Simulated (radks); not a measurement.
Effect of the nuclear size on the terbium ion Tb2+, [Xe] 4f9. All-electron calculation, Dirac Kohn-Sham, LDA (Slater exchange, Perdew-Wang correlation), spin-unpolarised, spherical densities, finite nucleus; open shells are shared between the two j in proportion to 2j + 1; Fermi nuclear charge, rms radius 5.06 fm. Program: a radial shooting solver on a logarithmic mesh with Libxc functionals. The rms radius is varied about that value; shifts are against it.

rms radius (fm)  total energy shift (eV)  density at nucleus (e/bohr^3)  1s1/2 shift (meV)  2s1/2 shift (meV)  4p1/2 shift (meV)  5s1/2 shift (meV)  5p1/2 shift (meV)  4f7/2 shift (meV)  6s1/2 (empty) shift (meV)
4.4983                             -4.69                      7.054e+05              -1930               -251              0.156              -2.07              0.050              0.208                     -0.312
4.7766                             -2.42                      6.943e+05               -996               -129              0.080              -1.07              0.026              0.107                     -0.161
5.06                                   0                      6.839e+05              0.000              0.000              0.000              0.000              0.000              0.000                      0.000
5.3889                              2.93                      6.727e+05               1210                157             -0.097               1.29             -0.031             -0.130                      0.195
6.3149                              11.9                      6.451e+05               4910                638             -0.391               5.25             -0.127             -0.527                      0.793

Slopes of the eigenvalues against <r^2> in GHz/fm^2, as finite differences over the two radii next to the reference (eigenvalue slopes, not the field-shift constants of lines): 1s1/2 85600, 2s1/2 11100, 4p1/2 -6.87, 5s1/2 91.6, 5p1/2 -2.21, 4f7/2 -9.20, 6s1/2 (empty) 13.8.
